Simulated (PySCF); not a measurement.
## Correlation energy of Al⁺ (aluminium, charge +1)

[Ne] 3s2, closed-shell 1S. Computed with PySCF 2.14 in def2-QZVPPD (10s6p5d2f1g, 76 functions), with no relativity, point nucleus. Frozen: 1s2; 10 electrons correlated.

```json
{"level": "CCSD", "correlation energy (mhartree)": "-209.23"}
{"level": "(T)", "correlation energy (mhartree)": "-2.51"}
{"level": "CCSD(T)", "correlation energy (mhartree)": "-211.74"}
```

Diagnostics: T1 = 0.0076, D1 = 0.0217, largest double amplitude 0.101.

Cost of the coupled-cluster step: roughly 7 core-seconds, for 10 correlated electrons.

Iterations:

```
CC2 = 0
CCSD nocc = 5, nmo = 75
frozen orbitals [0]
max_cycle = 100
direct = 0
conv_tol = 1e-08
conv_tol_normt = 1e-06
diis_space = 8
diis_start_cycle = 0
Init t2, MP2 energy = -241.873122240296  E_corr(MP2) -0.198575400925992
Init E_corr(CCSD) = -0.198575400934568
cycle = 1  E_corr(CCSD) = -0.204100142149529  dE = -0.00552474121  norm(t1,t2) = 0.0423661
cycle = 2  E_corr(CCSD) = -0.207410918659953  dE = -0.00331077651  norm(t1,t2) = 0.0187673
cycle = 3  E_corr(CCSD) = -0.209233934945299  dE = -0.00182301629  norm(t1,t2) = 0.00878152
cycle = 4  E_corr(CCSD) = -0.209258468383915  dE = -2.45334386e-05  norm(t1,t2) = 0.000676391
cycle = 5  E_corr(CCSD) = -0.209227023871019  dE = 3.14445129e-05  norm(t1,t2) = 0.000130413
cycle = 6  E_corr(CCSD) = -0.209229502600665  dE = -2.47872965e-06  norm(t1,t2) = 2.14726e-05
cycle = 7  E_corr(CCSD) = -0.209229333604558  dE = 1.68996107e-07  norm(t1,t2) = 3.72669e-06
cycle = 8  E_corr(CCSD) = -0.209229191551524  dE = 1.42053034e-07  norm(t1,t2) = 7.0398e-07
cycle = 9  E_corr(CCSD) = -0.209229198629208  dE = -7.07768416e-09  norm(t1,t2) = 9.72408e-08
CCSD converged
E(CCSD) = -241.8837760379991  E_corr = -0.2092291986292083
CCSD(T) correction = -0.00250611080172084
```

This basis was not built for core-valence correlation, so the inner-shell part is incomplete.
